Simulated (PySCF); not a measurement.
## [CH2GeN]-: core ionisation energies

Species: CH2GeN (charge -1).
Structure used (PBE0-D3(BJ)/def2-SVP), in Å, numbered top down from 1:
```
atom  x, y, z in Å
N1     2.2077    0.0100   -0.3434
C2     1.0841    0.0758   -0.0342
Ge3   -0.7797    0.2954    0.7030
H4    -1.3372    0.8450   -0.6990
H5    -1.1657   -1.2232    0.3557
```

Computed, not measured: delta-SCF UKS SCAN, pcX-2 on the ionised atom, pcseg-1 elsewhere, spin-free X2C (PySCF). Binding energies are ΔSCF values: E(core-ionised, relaxed orbitals) − E(ground state) at a fixed geometry, referred to the vacuum level.

Q: List the computed XPS lines with their assignment.

A: 
```csv
atom(s),environment,level,binding energy (eV),count
C2,cyano carbon,C 1s,285.85,1
N1,cyano nitrogen,N 1s,398.98,1
```

Q: Which effective nuclear charge Zeff reproduces each element's mean 1s value in the hydrogen-like formula E = 13.606 eV × Zeff²?

A: C (Z = 6): mean 285.9 eV, Zeff = 4.58, Z − Zeff = 1.42; N (Z = 7): mean 399.0 eV, Zeff = 5.42, Z − Zeff = 1.58. Means run over the listed sites, weighted by atom count.

No level of germanium is listed. The species carries charge -1, so core ionisation leaves a neutral species. The basis sets have no added diffuse functions. Geometry: PBE0-D3(BJ)/def2-SVP; no solvent, vibrations or thermal averaging. The geometry's basis has no diffuse functions, a weakness for an anion.

On an x86-64 server with one thread, on a shared host, this took 2.4 s of wall time.
